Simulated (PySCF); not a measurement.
Cartesian coordinates in Å; atom numbers follow the order of the lines, from 1:
```xyz
12

C     0.505   -1.236   -0.310
C     0.455    0.109   -0.252
O    -0.532    0.850    0.293
C    -1.608    0.177    0.879
B     1.615    0.971   -0.843
F     1.615    2.284   -0.771
F     2.642    0.393   -1.437
H    -0.269   -1.894    0.089
H     1.368   -1.705   -0.782
H    -2.288    0.943    1.274
H    -1.275   -0.474    1.708
H    -2.150   -0.443    0.142
```

Geometry: PBE0-D3(BJ)/def2-SVP; GIAO shifts from PySCF 2.14.0 with density-fitted response routines, gas phase, non-relativistic, averaged over equivalent atoms.

At PBE0/cc-pVTZ (280 basis functions, 36 s wall time on 1 thread of an Arm Neoverse V1, shared host):
```
      atoms  δ (ppm)
         C2    161.0
         C1    107.7
         C4     53.6
         O3    118.0
         B5     20.0
      F6/F7    -86.8
         H9     5.49
         H8     5.04
H10/H11/H12     3.46
```

References, each an isolated molecule treated in the same way: 13C (σref 187.29), 1H (σref 31.29) vs TMS; H2O for 17O (σref 334.84); BF3·OEt2 for 11B (σref 102.75); 19F (σref 182.60) against CFCl3.

Question: Estimate the result of repeating the calculation with PBE0/IGLO-III.

Answer: 
```json
{"atoms": "C2", "δ at PBE0/IGLO-III": "165.6", "change": "+4.6"}
{"atoms": "C1", "δ at PBE0/IGLO-III": "111.2", "change": "+3.5"}
{"atoms": "C4", "δ at PBE0/IGLO-III": "55.1", "change": "+1.5"}
{"atoms": "O3", "δ at PBE0/IGLO-III": "114.8", "change": "-3.2"}
{"atoms": "B5", "δ at PBE0/IGLO-III": "21.5", "change": "+1.5"}
{"atoms": "F6/F7", "δ at PBE0/IGLO-III": "-94.1", "change": "-7.3"}
{"atoms": "H9", "δ at PBE0/IGLO-III": "5.47", "change": "-0.02"}
{"atoms": "H8", "δ at PBE0/IGLO-III": "5.11", "change": "+0.07"}
{"atoms": "H10/H11/H12", "δ at PBE0/IGLO-III": "3.53", "change": "+0.07"}
```

References, each an isolated molecule treated in the same way: 13C (183.78 ppm) and 1H (31.37 ppm) against TMS; 17O (327.19 ppm) vs H2O; BF3·OEt2 for 11B (99.94 ppm); 19F (174.63 ppm) against CFCl3.

The largest change is at F6/F7 (fluorine bonded to B). Cost: 295 basis functions, 37 s wall time on 1 thread of an Arm Neoverse V1, shared host. The order of the carbon signals is the same at both levels.

A carbon bonded to boron is broadened by the quadrupolar boron nucleus and is often missing from a measured spectrum. Unscaled 19F shifts against computed CFCl3 carry errors that often reach 10 to 50 ppm. Experimental scales use liquid or dissolved standards, which lie at an offset from isolated H2O (liquid H2O: subtract about 36 ppm).
